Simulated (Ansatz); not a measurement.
Consider the substitution at a C–C bond: `C=C(C)CBr` + HI → `BrCI` + `C=CC`.

Program: Ansatz. Geometries: PBE0-D4/def2-TZVP. ΔE: electronic, gas phase. CCSD(T)/CBS is the MP2 limit (def2-TZVPP, def2-QZVPP) plus CCSD(T) − MP2 in def2-TZVPP, frozen cores. DFT in def2-TZVPP. B3LYP here is the variant with VWN-RPA as its local correlation; programs differ in this. HSE06 is defined as in plane-wave codes. Elements past krypton have def2 core potentials. For Br, I outer-core shells are correlated without core-valence functions, which leaves a few kJ/mol of doubt a bond. Scalar relativity is left out up to krypton. Each species was taken in one conformer, which may not be the lowest.

`C=C(C)CBr`:

```xyz
12

C    -1.466   -0.357    0.437
C    -0.220   -0.025    0.111
C     0.221    1.386   -0.100
C     0.814   -1.084   -0.028
Br    1.447   -1.251   -1.881
H    -2.233    0.398    0.573
H    -1.759   -1.391    0.577
H     1.027    1.648    0.593
H    -0.602    2.085    0.046
H     0.617    1.518   -1.111
H     1.714   -0.860    0.544
H     0.438   -2.067    0.239
```

HI:

Z-matrix (Å, degrees):
```
I
H 1 1.610
```

`BrCI`:

```xyz
5

Br    0.090    1.705   -0.725
C     0.182   -0.077   -0.017
I    -1.651   -0.805    0.775
H     0.906   -0.080    0.790
H     0.473   -0.743   -0.822
```

`C=CC`:

Z-matrix (Å, degrees):
```
C
C 1 1.490
H 1 1.095 2 111.0
H 1 1.095 2 111.0 3 118.3
H 1 1.092 2 111.5 3 -120.8
C 2 1.325 1 125.1 3 120.8
H 2 1.088 1 116.2 3 -59.2
H 6 1.084 2 121.6 1 -180.0
H 6 1.086 2 121.4 1 0.0
```

Is it downhill or uphill in electronic energy at CCSD(T)/CBS, and by how much? (An estimate is asked.)

Computed: Uphill: ΔE = +0.38 eV.

What do these levels give: PBE0-D4, r2SCANh-D4, HSE06-D4, PBE, PBE0, B3LYP, LC-ωPBE, RPA@PBE/def2-TZVPP, MP2/def2-TZVPP, HF/def2-QZVPP, HF/CBS(def2), MP2/CBS(def2)? (An estimate is asked.)

Computed: PBE0-D4 0.43, r2SCANh-D4 0.45, HSE06-D4 0.43, PBE 0.35, PBE0 0.40, B3LYP 0.35, LC-ωPBE 0.43, RPA@PBE/def2-TZVPP 0.42, MP2/def2-TZVPP 0.42, HF/def2-QZVPP 0.41, HF/CBS(def2) 0.41, MP2/CBS(def2) 0.36 eV.

Largest T1 diagnostic among the species: 0.010.

From BLYP to BHLYP (50 % exact exchange), in def2-TZVPP and without D4, ΔE moves by +0.12 eV. At CCSD(T), def2-SVP lies +0.24 eV from the extrapolated value and def2-TZVPP +0.06 eV. Leaving LDA and LC-ωPBE aside and taking each functional with its dispersion term where it has one, the values, not all of them listed here, spread over 0.10 eV, from BLYP-D4 to r2SCAN0-D4. LDA lies +0.18 eV from PBE without D4.
